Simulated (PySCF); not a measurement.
**Br, SMILES `[Br]` (charge 0, multiplicity 2)**

These are PBE-D3(BJ)/def2-TZVP in PySCF values and carry that method's errors.

```yaml
highest_occupied_spin_orbital: -7.43 eV
dipole_moment: 0.00 D
total_energy: -70034.51 eV
cost: around 4 core-seconds (rough)
```

Bond lengths (Å): .
Charge 0, spin multiplicity 2.
